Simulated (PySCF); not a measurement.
## From computed data to an observable: refractive index and permittivity of the vapour

Br2GaH2N, SMILES [NH2][Ga]([Br])[Br].

Coordinates come from a r2SCAN-D4/def2-SVP optimisation. The structure was generated by enumeration; whether it is a known compound was not checked. One conformer was computed; it need not be the lowest.

PySCF with B3LYP/def2-TZVP gives a mean static polarisability of 73.7 bohr³ and a dipole moment of 2.44 D. Take an ideal gas at 298.15 K and 0.01 bar, whether or not the substance is that volatile.

### Question
Work out n − 1 in the optical limit and the static ε − 1.

### Answer

Polarisability volume α' = 73.7 × 0.148185 = 10.92 Å³. Number density N = p/kT = 2.43e-7 Å⁻³.
Dilute limit of Lorentz–Lorenz: n − 1 = 2π N α' = 1.7e-5.
Orientation term of Debye: μ²/(3kT) = 8.098 Å³ × μ²(D²) = 48.21 Å³.
ε − 1 = 4π N (α' + μ²/3kT) = 0.00018. Orientation of the dipole supplies 82 % of the static response; it can't follow optical fields. Vibrational polarisation and dispersion are left out.
